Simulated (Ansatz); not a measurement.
Consider the cleavage of the Si–Ge bond: `[OH][GeH]([F])[SiH3]` + `[OH][GeH]([F])[SH]` → `[OH][GeH]([F])[S][SiH3]` + `[OH][GeH2][F]`.

Calculated with Ansatz (gas phase, PBE0-D4/def2-TZVP geometries, no zero-point term in ΔE). CBS: MP2 limit from def2 TZ/QZ plus the TZ coupled-cluster correction, frozen cores. Functionals use def2-TZVPP. B3LYP here is the variant with VWN-RPA as its local correlation; programs differ in this. For Ge outer-core shells are correlated without core-valence functions, which leaves a few kJ/mol of doubt a bond. Scalar relativity is left out up to krypton. One conformer a species, not always the lowest.

`[OH][GeH]([F])[SiH3]`:

```xyz
9

O     0.766   -1.260    1.361
Ge    0.487   -0.675   -0.285
F    -0.504   -1.873   -1.084
Si   -0.779    1.334   -0.100
H     1.313   -2.049    1.398
H     1.804   -0.692   -1.089
H    -1.125    1.802   -1.465
H     0.047    2.359    0.586
H    -2.009    1.053    0.678
```

`[OH][GeH]([F])[SH]`:

Cartesian coordinates in Å:
```
O 1.254 -0.090 0.951
Ge -0.362 -0.301 0.296
F -1.497 0.474 1.350
S -0.650 0.789 -1.597
H 1.555 0.822 0.912
H -0.639 -1.802 0.292
H 0.338 0.108 -2.204
```

`[OH][GeH]([F])[S][SiH3]`:

```xyz
10

O    -0.798    1.477    0.332
Ge   -1.180   -0.120    0.976
F    -2.378   -0.743   -0.121
S     0.639   -1.327    0.919
Si    1.581   -0.376   -0.769
H    -1.482    1.796   -0.263
H    -1.830   -0.096    2.360
H     0.623   -0.222   -1.889
H     2.660   -1.320   -1.148
H     2.165    0.932   -0.397
```

`[OH][GeH2][F]`:

Z-matrix (Å, degrees):
```
Ge
F 1 1.738
O 1 1.761 2 107.6
H 1 1.526 2 107.8 3 114.3
H 1 1.534 2 105.1 3 -119.6
H 3 0.960 1 113.6 2 -67.0
```

**Question.** Is it downhill or uphill in electronic energy at CCSD(T)/CBS, and by how much? (Best estimate.)

**Answer.** The calculation gave: Downhill: ΔE = -11.7 kcal/mol.

**Question.** What do these levels give: PBE-D4, r2SCAN-D4, PBE0-D4, B3LYP-D4, B2PLYP, PBE, r2SCAN, PBE0, CCSD(T)/def2-TZVPP, SCS-MP2/def2-QZVPP, HF/CBS(def2), MP2/CBS(def2)? (Estimate.)

**Answer.** Computed: PBE-D4 -9.0, r2SCAN-D4 -11.0, PBE0-D4 -10.4, B3LYP-D4 -10.3, B2PLYP -10.8, PBE -8.2, r2SCAN -10.8, PBE0 -9.7, CCSD(T)/def2-TZVPP -11.3, SCS-MP2/def2-QZVPP -13.2, HF/CBS(def2) -12.6, MP2/CBS(def2) -13.9 kcal/mol.

Largest T1 diagnostic among the species: 0.013.

The D4 term adds −1.3 kcal/mol with B3LYP and −0.7 kcal/mol with PBE0; it sums over pairs of atoms, weighted by their polarisabilities, and B3LYP, whose exchange is more repulsive, gets the larger term. From PBE to PBE0 (25 % exact exchange), in def2-TZVPP and without D4, ΔE moves by −1.5 kcal/mol.
